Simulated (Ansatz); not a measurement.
Basis sets compared for Sn₁₀H₁₆, a cluster cut from cubic tin. Charge 0, multiplicity 1. Geometry PBE-D4/def2-SVP. Ansatz on 2 threads of AMD EPYC 7R13 on a shared host and a share (18 GiB) of an NVIDIA H100 80GB HBM3; times are rough, and most runs start from earlier orbitals.

```xyz
26

Sn   -1.9481   -1.9770    0.4705
Sn   -0.8127    2.4261    1.1892
Sn    0.3104    0.3738   -2.7811
Sn    2.4570   -0.8173    1.1180
Sn   -1.6376   -1.6020   -2.3028
Sn   -0.5011    2.7905   -1.5852
Sn   -2.7586    0.4454    1.6547
Sn    0.5064   -2.7937    1.5830
Sn    1.6363    1.6006    2.3049
Sn    2.7591   -0.4416   -1.6560
H    -3.1516   -3.2012    0.7625
H    -1.3135    3.9231    1.9281
H     0.4995    0.6040   -4.4983
H     3.9748   -1.3223    1.8064
H    -3.1502   -1.1246   -3.0115
H    -1.1647   -3.0958   -3.0531
H    -2.0034    3.3133   -2.2828
H     0.6715    4.0341   -1.8937
H    -4.2852    0.9439    0.9930
H    -2.9837    0.2253    3.3632
H     0.3232   -3.0523    3.2916
H     1.0031   -4.3030    0.8811
H     1.4574    1.3853    4.0206
H     2.8471    2.8227    2.0632
H     3.2889   -1.9178   -2.4036
H     3.9758    0.7605   -1.9620
```

In the def2 sets Sn takes a core potential; there is no spin–orbit coupling. Single mean-field runs in def2-TZVP are fitted with def2-universal-jkfit.

Binding counts from free atoms (Sn triplet, H doublet) in the same basis, without a counterpoise term.

```tsv
level	functions	energy (Eh)	HOMO (eV)	LUMO (eV)	binding per atom (eV)	wall time
PBE-D4/def2-SVP	340	-2152.7066	-6.14	-2.41	2.40	10 s
PBE0-D4/def2-SVP	340	-2152.8340	-7.01	-1.63	2.39	13 s
```

Problem. Estimate the rows for PBE-D4/def2-TZVP (with forces), PBE0-D4/def2-TZVP.

Solution. 
```json
{"level": "PBE-D4/def2-TZVP (with forces)", "functions": "596", "energy (Eh)": "-2152.7867", "HOMO (eV)": "-6.20", "LUMO (eV)": "-2.54", "binding per atom (eV)": "2.41", "wall time": "13 s"}
{"level": "PBE0-D4/def2-TZVP", "functions": "596", "energy (Eh)": "-2152.9039", "HOMO (eV)": "-7.03", "LUMO (eV)": "-1.72", "binding per atom (eV)": "2.41", "wall time": "14 s"}
```
